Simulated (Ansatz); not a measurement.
Ideal-gas functions of BH₄NOSi, SMILES `N[SiH]1BO1` at 298.15 K and 1 bar, from an Ansatz frequency run at PBE0-D4/def2-TZVP.

Molar mass 72.94 g/mol, point group C1 (symmetry number 1), electronic degeneracy 1, moments of inertia 29.14, 116.453, 116.654 u Å². Harmonic wavenumbers (cm⁻¹, unscaled): 240, 263, 312, 345, 552, 631, 699, 743, 792, 904, 937, 1023, 1322, 1579, 2263, 2666, 3619, 3719.

Use S(trans) = R[1.5 ln M + 2.5 ln T − 1.1517]; rotational temperatures θ = 24.2544 K / I; S(rot) = R[ln(√π/σ · √(T³/θAθBθC)) + 1.5]; for each mode x = 1.438777 ν̃/T, S = R[x/(eˣ − 1) − ln(1 − e⁻ˣ)] and H = RT x/(eˣ − 1); 1 cm⁻¹ = 0.0119627 kJ/mol; R = 8.31446 J/(mol·K).

Question: By hand: the entropy, in J/(mol·K).

Answer: Translation 162.4. Rotation: θ = 0.8323, 0.2083, 0.2079 K, giving 102.1. Vibration, mode by mode: 7.54, 6.87, 5.66, 4.97, 2.26, 1.67, 1.29, 1.08, 0.90, 0.58, 0.50, 0.36, 0.10, 0.04, 0.00, 0.00, 0.00, 0.00, in all 33.8. Electronic 0.0. Sum 298.3 J/(mol·K).

Question: By hand: H − E and G − E in kJ/mol, counted from the electronic energy.

Answer: Zero-point energy ½ × 22609 × 0.0119627 = 135.2; thermal vibration 6.6; translation, rotation and pV give 4 RT = 9.9. H − E = 151.7 kJ/mol, and G − E = 151.7 − 298.15 × 298.3/1000 = 62.8 kJ/mol.

Vibration gives 11 % of the entropy. The sum counts one conformer and one mirror image; others add a mixing term.
